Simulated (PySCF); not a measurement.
## Solvent effects on NMR parameters

Numbering as in the mapped SMILES `[NH+:1]#[C:2][C:3]1=[CH:4][CH2:5][CH:6]=[CH:7]1` (H(Xn): hydrogen on atom n).

GIAO PBE0/pcSseg-1 in PySCF on one PBE0-D3(BJ)/def2-SVP conformer, non-relativistic, equivalent nuclei averaged. Solvents enter as an IEF-PCM continuum (benzene with ε = 2.3, acetone with ε = 20.5) around the gas-phase geometry. Shifts are referred to TMS computed in the same medium.

Gas phase, δ in ppm: C4 197.5, C6 152.5, C7 133.5, C2 118.7, C3 105.0, C5 54.3, H(C4) 9.40, H(N1) 7.91, H(C6) 7.63, H(C7) 7.23, H(C5) 4.39. Dipole moment 4.35 D.

(1) How does each δ change in the continuum?

(2) Which nuclei move most (in ppm), and what does the model miss?

Results:

(1) 
| atoms | environment | Δδ, benzene | Δδ, acetone |
| --- | --- | --- | --- |
| C4 | alkene CH | -0.6 | -0.9 |
| C6 | alkene CH | -1.0 | -2.3 |
| C7 | alkene CH | +1.2 | +2.7 |
| C2 | nitrilium-type carbon | -1.6 | -3.2 |
| C3 | fully substituted alkene carbon | +1.8 | +3.7 |
| C5 | allylic sp3 CH2 | -0.1 | -0.1 |
| H(C4) | hydrogen on an alkene CH | 0.00 | +0.04 |
| H(N1) | hydrogen on a nitrogen bonded to C | +0.22 | +0.44 |
| H(C6) | hydrogen on an alkene CH | -0.13 | -0.28 |
| H(C7) | hydrogen on an alkene CH | 0.00 | +0.02 |
| H(C5) | hydrogen on an allylic sp3 CH2 | -0.05 | -0.10 |

Changes are relative to the gas phase. The dipole moment becomes 4.95 D in benzene, 5.62 D in acetone.

(2) C3 (fully substituted alkene carbon, +3.7 ppm) in acetone. A continuum only polarises the solute; specific hydrogen bonds, the anisotropy of aromatic solvents and changes of geometry or conformer are outside it, as are counter-ions.
